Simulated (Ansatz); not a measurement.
`C[NH][AlH][Cl]`. The species carries charge 0 and has multiplicity 1. The geometry is a stationary point of PBE0-D4/def2-TZVP. It is one conformer, not always the lowest.

```xyz
9

C    -0.691   -0.971    0.589
N    -0.166   -0.150   -0.482
Al    0.916    1.229   -0.341
Cl    1.482    2.197   -2.115
H    -0.317   -0.615    1.552
H    -0.389   -2.021    0.493
H    -1.785   -0.941    0.637
H    -0.490   -0.447   -1.390
H     1.439    1.718    1.058
```

Q: What is the dipole moment at r2SCAN/def2-TZVPP? (Best estimate.)

A: The calculation gave: 2.19 D, with components (-1.18, -1.64, 0.86) D in this frame, pointing from negative to positive charge.

Q: And with PBE, B3LYP, ωB97M-V? (Estimate.)

A: Ansatz gave: PBE 2.19 D, B3LYP 2.16 D, ωB97M-V 2.11 D.

Q: Give the Mulliken charges with r2SCAN, PBE, ωB97M-V in def2-TZVPP. (Estimate.)

A: The calculation gave: 
```
atom  r2SCAN    PBE  ωB97M-V
  C1   -0.04  -0.19    -0.23
  N2   -0.35  -0.26    -0.30
 Al3    0.55   0.42     0.46
 Cl4   -0.29  -0.26    -0.25
  H5    0.05   0.09     0.10
  H6    0.05   0.10     0.12
  H7    0.05   0.10     0.12
  H8    0.14   0.14     0.10
  H9   -0.16  -0.12    -0.11
```

B3LYP here is the variant with VWN-RPA as its local correlation; programs differ in this.
